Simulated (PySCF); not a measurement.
Computed properties of hydrogen iodide (HI), SMILES I

hydrogen iodide (HI), SMILES I. The structure is a stationary point at PBE0-D3(BJ)/def2-TZVPD. The def2 effective core potentials stand for the cores of I; spin–orbit coupling is left out. Other conformers were not sampled. All values are computed for the isolated molecule unless a solvent is named; none is compared with measurement here.

**Structure.** The optimised structure has C∞v symmetry. All 1 harmonic modes at PBE0-D3(BJ)/def2-TZVPD (PySCF) are real, so it is a minimum.

**Vibrations.** No mode carries more than 0.5 km/mol of infrared intensity. The softest mode is at 2345 cm⁻¹ and the zero-point energy is 3.4 kcal/mol.

**Electronic structure.** r2SCAN/def2-TZVPD (PySCF) places the frontier levels at -7.08 and -1.45 eV, a gap of 5.63 eV, and gives a dipole moment of 0.47 D and a mean polarisability of 36.3 bohr³. PBE/def2-TZVPD (PySCF) at the same geometry gives -6.79 and -1.80 eV, so its gap is 0.64 eV narrower. An orbital gap is neither the optical nor the fundamental gap.

**Excitations.** TDA-M06-2X/def2-TZVPD (PySCF) has S1 at 5.55 eV (223 nm, f = 0.007, weak); the most intense of the 10 singlets computed lies at 7.63 eV (f = 0.29). Strengths of degenerate partners are summed. T1 (TDA) is at 5.02 eV, 0.53 eV under S1. No vertical singlet excitation falls in the visible range (under 3.1 eV).
